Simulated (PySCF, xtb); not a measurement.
C4H7NSi, SMILES CC1=CN=C[SiH2]1.

GFN2-xTB (xtb) at its own geometry gives an orbital gap of 1.91 eV and a dipole moment of 2.66 D.

The structure is a stationary point at B3LYP-D3(BJ)/def2-SVP. The structure was generated by enumeration, and PubChem lists no compound with its InChIKey, so it may never have been made.

Question: What does PySCF with PBE/def2-TZVP give? (The exact figures need the calculation; the answer reports its results.)

Answer: gap 2.87 eV (levels -5.70 and -2.83 eV), dipole 1.84 D.
